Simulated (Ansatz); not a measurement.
The input (input.yaml):

```yaml
crystal:
  periodic: [false, false, false]
  atoms:
    - { symbol: F, position_ang: [1.26328, 0.09025, 0.82581] }
    - { symbol: Si, position_ang: [0.21784, -0.29585, -0.32949] }
    - { symbol: F, position_ang: [-0.82302, -1.13939, 0.5542] }
    - { symbol: Cl, position_ang: [-0.65811, 1.34499, -1.05051] }
magnetization:
  spin_polarized: true
  initial_magnetization: 1
basis:
  gaussian: { orbitals: def2-SVP }
hamiltonian:
  xc: pbe0
  dispersion: d4
relax:
  f_tol: 0.015
  max_steps: 40
```

Command:

```bash
$ ansatz run input.yaml --threads 1 --pin off --max-ram 2048MiB --backend cpu --events-out ev --progress --plain --runs-dir out
```

Hardware: 1 thread of Arm Neoverse V2, with other jobs on the host.

Q: Roughly how long does this run take, and how much memory?

A: 18 s, with a peak of 0.15 GiB, for 7 ionic steps.
